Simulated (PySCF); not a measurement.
**SiAs⁺: one state, many levels of theory**

State: ³Σ⁻ (triplet), unpaired electrons π ↑↑. Set-up: PySCF, no relativity, basis sets Si def2-TZVPPD, As def2-TZVPPD. De refers to Si⁺ + As in their high-spin ground configurations, without counterpoise correction. The functionals are run spin-unrestricted. A positive dipole points towards As; it is taken about the centre of mass and depends on that origin.

```
      Level  Re (Å)  ωe (cm⁻¹)  De (eV)  μ (D)  CPU s a point (SCF and correlation, without the integrals)
        UHF   2.311        416     1.47  -4.02                                                         2.3
    UHF-MP2   2.305        431     2.55    n/a                                                         3.9
UHF-SCS-MP2   2.311        421     2.50    n/a                                                         n/a
   UHF-CCSD   2.318        412     2.54    n/a                                                         n/a
UHF-CCSD(T)   2.327        405     2.69    n/a                                                         150
        LDA   2.332        396     3.84  -3.19                                                         1.6
        PBE   2.357        385     3.33  -3.20                                                         2.3
     PBEsol   2.344        392     3.51  -3.18                                                         1.5
       BP86   2.360        381     3.33  -3.26                                                         2.5
     r²SCAN   2.331        402     3.13  -3.25                                                         3.3
      M06-L   2.322        410     3.31  -2.97                                                         3.2
       PBE0   2.324        411     3.05  -3.33                                                         4.6
        M06   2.324        409     3.24  -3.22                                                         4.8
      HSE06   2.326        408     3.10  -3.32                                                         4.4
```

Question: Which functional lies closest to UHF-CCSD(T) in De, which farthest, and by how much do they differ from it?

Answer: Closest is PBE0 (-0.3 pm in Re, +1.5 % in ωe, +0.36 eV in De against UHF-CCSD(T) in the same basis), farthest LDA (+0.5 pm in Re, -2.2 % in ωe, +1.15 eV in De). CCSD(T) converges more slowly with the basis than the functionals do and binds too weakly in this one, so the order can change at the basis-set limit.

Question: What does a quarter of exact exchange do here, going from PBE to PBE0?

Answer: PBE0 less PBE: -3.3 pm in Re, +6.8 % in ωe, -0.28 eV in De. Exact exchange removes part of the self-interaction that spreads semilocal densities, and in most molecules shortens and stiffens the bond and lowers De; so it does here.

Question: What does the triples do here, going from UHF-CCSD to UHF-CCSD(T)?

Answer: UHF-CCSD(T) less UHF-CCSD: +0.9 pm in Re, -1.7 % in ωe, +0.15 eV in De. Correlation nearly always deepens the well. The bond lengthens, as in strong covalent bonds, where excitations into antibonding orbitals dominate.

Correlated steps freeze 14 core orbitals. Spin–orbit coupling is left out. For an ion De counts to the pair picked by the measured ionisation energies or electron affinities, which need not be the lowest pair at this level. The state was picked by a PBE0 search and need not be the measured ground state.

The whole job (state search and all levels along the bond) took about 16 min on 2 threads of Arm Neoverse V1 (shared host), peak memory 4.4 GiB.
